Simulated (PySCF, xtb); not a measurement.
Sn(H)2(NH2)(NMe2) (C2H10N2Sn), SMILES C[N](C)[SnH2][NH2]. One conformer was computed; it need not be the lowest.

Harmonic wavenumbers (cm⁻¹) from GFN2-xTB run with xtb at its own minimum, in rising order: 37, 116, 134, 187, 234, 250, 287, 308, 362, 432, 468, 500, 554, 644, 675, 763, 970, 1052, 1090, 1136, 1189, 1226, 1337, 1416, 1426, 1476, 1484, 1494, 1503, 1511, 1728, 2870, 2877, 2959, 2964, 3008, 3018, 3415, 3446.

Q: What does PBE-D3(BJ)/def2-SVP in PySCF give at its own minimum? (The exact figures need the calculation; the answer reports its results.)

A: 62, 111, 154, 177, 248, 262, 278, 295, 404, 466, 512, 521, 587, 617, 668, 843, 969, 1054, 1079, 1118, 1218, 1227, 1375, 1391, 1401, 1413, 1428, 1448, 1487, 1790, 1818, 2845, 2851, 2922, 2930, 3019, 3039, 3418, 3518. Paired by order, the mean absolute difference is 34 cm⁻¹ and the zero-point energies are 72.3 and 72.9 kcal/mol.
